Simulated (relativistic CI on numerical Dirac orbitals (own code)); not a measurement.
**Electric-dipole transitions in Lu XVII**

These numbers are calculated, not measured: Dirac-Coulomb-Breit CI, orbitals from a KLI potential per configuration, a model potential for QED, unscaled Slater integrals (own radial code, finite nucleus).

Configuration list (outside the closed core [Ar] 3d10): 4s2.4p6.4d10.4f9, 4s2.4p6.4d10.4f8.5s, 4s2.4p6.4d10.4f7.5s2, 4s2.4p6.4d10.4f7.5s.5p, 4s2.4p6.4d10.4f8.5p, 4s2.4p6.4d10.4f8.6s, 4s2.4p6.4d8.4f11, 4s2.4p5.4d10.4f10, 4p6.4d10.4f11. Levels of other configurations are missing.

| λ vac (nm) | Lower | Upper | A (s⁻¹) | log gf | S velocity/length |
| --- | --- | --- | --- | --- | --- |
| 76.361 | 4s2.4p6.4d10.4f8.5s 8F_13/2 [1] | 4s2.4p6.4d10.4f9 2I°_13/2 [387] | 9.39e+01 | -6.94 | 4.42 |
| 79.514 | 4s2.4p6.4d10.4f8.5s 8F_11/2 [3] | 4s2.4p6.4d10.4f9 2I°_13/2 [387] | 1.02e+01 | -7.87 | 4.13 |
| 79.872 | 4s2.4p6.4d10.4f8.5s 8F_11/2 [3] | 4s2.4p6.4d10.4f9 4H°_9/2 [383] | 6.13e+01 | -7.23 | 0.67 |
| 83.576 | 4s2.4p6.4d10.4f8.5s 8F_9/2 [4] | 4s2.4p6.4d10.4f9 4H°_7/2 [368] | 1.69e+01 | -7.85 | 1.63 |
| 83.726 | 4s2.4p6.4d10.4f8.5s 8F_11/2 [3] | 4s2.4p6.4d10.4f7.5s2 6I°_13/2 [349] | 1.03e+01 | -7.82 | 1.10 |
| 83.799 | 4s2.4p6.4d10.4f8.5s 8F_9/2 [4] | 4s2.4p6.4d10.4f9 4F°_9/2 [367] | 1.35e+02 | -6.85 | 3.63 |
| 84.188 | 4s2.4p6.4d10.4f8.5s 8F_11/2 [3] | 4s2.4p6.4d10.4f7.5s2 6I°_11/2 [346] | 8.50e+00 | -7.96 | 2.92 |
| 85.172 | 4s2.4p6.4d10.4f8.5s 8F_7/2 [5] | 4s2.4p6.4d10.4f9 4F°_5/2 [372] | 4.23e+01 | -7.56 | 0.46 |
| 85.612 | 4s2.4p6.4d10.4f8.5s 8F_7/2 [5] | 4s2.4p6.4d10.4f9 4F°_9/2 [367] | 9.31e+01 | -6.99 | 3.41 |
| 95.885 | 4s2.4p6.4d10.4f8.5s 8F_7/2 [5] | 4s2.4p6.4d10.4f9 2F°_7/2 [288] | 3.06e+01 | -7.47 | 0.59 |
| 100.55 | 4s2.4p6.4d10.4f8.5s 8F_7/2 [5] | 4s2.4p6.4d10.4f9 2D°_5/2 [264] | 3.91e+01 | -7.45 | 3.15 |
| 103.56 | 4s2.4p6.4d10.4f8.5s 6F_9/2 [21] | 4s2.4p6.4d10.4f9 4D°_7/2 [400] | 9.81e+02 | -5.90 | 2.02 |
| 152.85 | 4s2.4p6.4d10.4f9 6H°_15/2 [2] | 4s2.4p6.4d10.4f8.5s 6I_17/2 [82] | 3.22e+01 | -6.69 | 3.10 |

Terms are leading LS components. Brackets give the number of a level in order of energy, since labels repeat. The list gives strong lines, with weight on those to low levels, among the lowest 400 of 9460 levels, so that lines to higher ones, which can be the strongest, are missing. Levels whose partners in the same complex of configurations lie outside the list can be far off, and so can their lines. Rates are taken at the computed energies, electric ones in the length gauge. A velocity-to-length ratio far from 1 marks an uncertain rate.

At this charge transitions that keep the count of f electrons are usually good to a few per cent. Terms inside the open d or f shell come out 10 to 20 % too wide with unscaled integrals. Levels that differ in their count of f electrons can be misplaced by several ten thousand cm⁻¹, since the correlation energy of f electrons is missing or only estimated; rates across such gaps can be off by orders of magnitude. The computed lowest level isn't the tabulated ground level, which NIST ASD gives as 4f9 6H°15/2; for such ions that label comes from theory and may be the wrong one.

LS names give the leading component of a level, which can be under half, so a name can repeat, a term be missing and a line seem to break the LS rules.
